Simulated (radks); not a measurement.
The numbers below are computed, except where a source is named.
Task: The mean radii <r> (bohr) of the occupied orbitals of an atom or ion are listed with their occupations. Code: a radial shooting solver on a logarithmic mesh with Libxc functionals. Model: Dirac Kohn-Sham, revPBE, spin-unpolarised, spherical densities, point nucleus.

orbital  occ.      <r>
1s1/2       2  0.02231
2s1/2       2  0.09458
2p1/2       2  0.07907
2p3/2       4  0.08580
3s1/2       2   0.2491
3p1/2       2   0.2388
3p3/2       4   0.2517
3d3/2       4   0.2235
3d5/2       6   0.2276
4s1/2       2   0.5660
4p1/2       2   0.5792
4p3/2       4   0.6085
4d3/2       4   0.6483
4d5/2       6   0.6588
5s1/2       2    1.380
5p1/2       2    1.552
5p3/2       4    1.645
4f5/2       3   0.9473
4f7/2       4   0.9641

Name the element and its charge. Open shells, if any, are shared by 2j + 1.

Result: Z = 63, europium, charge +2: Eu2+ in [Xe] 4f7. The 1s radius gives Z: for a bare nucleus <r> = (2 gamma + 1)/(2Z) with gamma = sqrt(1 - (Z/c)^2), 0.02203 bohr for Z = 63, and screening makes it slightly larger (0.02231 here). The occupations add up to 61, and the charge is Z minus that.
